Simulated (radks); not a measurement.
Task: These are the eigenvalues of the occupied orbitals of an atom or ion with whole-number occupations (eV). Method: scalar-relativistic Kohn-Sham, PBE, spin-polarised, spherical densities, finite nucleus; Fermi nuclear charge, rms radius of each element as measured or else 0.836 A^(1/3) + 0.57 fm; computed with a radial shooting solver on a logarithmic mesh with Libxc functionals.

1s up: -42046.62
1s down: -42046.15
2s up: -6958.357
2s down: -6958.090
2p up: -6251.112
2p down: -6250.684
3s up: -1682.285
3s down: -1681.892
3p up: -1458.164
3p down: -1457.713
3d up: -1143.483
3d down: -1143.034
4s up: -507.9159
4s down: -506.3308
4p up: -432.8443
4p down: -431.3123
4d up: -324.8534
4d down: -323.4614
5s up: -213.7169
5s down: -213.3647

Which element is it, and in what charge state? The configuration may be excited. Open shells, if any, are filled with parallel spins first.

Result: Z = 59, praseodymium, charge +12: Pr12+ in [Ar] 3d10 4s2 4p5 4d10 5s2. The list shows which subshells hold electrons but not how many an open one holds; the 1s level, -1545.2 hartree, gives Z - s = 55.6 by -(Z - s)^2/2, which with screening and relativity narrows Z to a few neighbours, and the depths of the outer levels then fix element, charge and occupations together.
